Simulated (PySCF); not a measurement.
**Assignment exercise: C₄H₁₁FO₂Si**

Bonds (- single, = double, # triple, : aromatic): C1-O2, O2-C3, C3-F4, C3-C5, C5-C6, C5-O7, O7-Si8. C1 carries H9, H10, H11; C3 carries H12; C5 carries H13; C6 carries H14, H15, H16; Si8 carries H17, H18, H19. Stereochemistry as in CO[C@@H](F)[C@H](C)O[SiH3].

PySCF calculation with σ from GIAO-PBE0/pcSseg-1 and GFN2-xTB geometry; one computed conformer, no solvent, one averaged value for each set of equivalent atoms, relativity neglected.

Scale: ¹³C (σref 186.93), ¹H (σref 31.72) vs TMS (reference shieldings calculated alike).

Question: Assign these signals to the numbered atoms. ¹³C{¹H} NMR (computed): δ 119.6, 73.8, 57.2, 21.0.

Answer: 
119.6 → C3, sp3 CH bonded to F and O: 2 electronegative neighbours deshield it
73.8 → C5, sp3 CH bonded to O: pulled downfield by the heteroatom
57.2 → C1, methyl carbon bonded to O: the inductive effect lowers its shielding
21.0 → C6, methyl carbon: a saturated carbon with 1 carbon neighbour and no heteroatom attached

Question: Assign these signals to the numbered atoms. ¹H NMR (400 MHz, computed): δ 4.75 (m, 1H), 4.74 (s, 3H), 3.83 (m, 1H), 3.80 (s, 3H), 1.32 (d, 3H).

Answer: 
| δ (ppm) | atoms | environment | reason |
| --- | --- | --- | --- |
| 4.75 | H12 | hydrogen on an sp3 CH bonded to F and O | its carbon carries F and O, hence the downfield position |
| 4.74 | H17/H18/H19 | hydrogen on a silicon bonded to O | – |
| 3.83 | H13 | hydrogen on an sp3 CH bonded to O | its carbon carries O, an electronegative neighbour |
| 3.80 | H9/H10/H11 | hydrogen on a methyl carbon bonded to O | its carbon carries O, an electronegative neighbour |
| 1.32 | H14/H15/H16 | hydrogen on a methyl carbon | – |

H12 and H17/H18/H19; H13 and H9/H10/H11 lie closer than the usual error of such a calculation, so a measured spectrum could show them in the other order.

Splittings by ¹⁹F in the carbon and heteronuclear signals aren't shown, as no couplings were computed. Shifts are as computed. Against solution values, carbons near 30 ppm lie about +3 ppm off and those near 130 ppm about +5 ppm. Of 1211 compounds with measured shifts, 218 miss one by over three times the rms of a fit or turn the order of signals round; such compounds aren't used in these exercises. No couplings were computed; multiplicities are counted from neighbouring protons, with m where these are inequivalent, close in shift, in a saturated or five-membered ring or joined by F or P, and br s for small geminal =CH2 splittings.
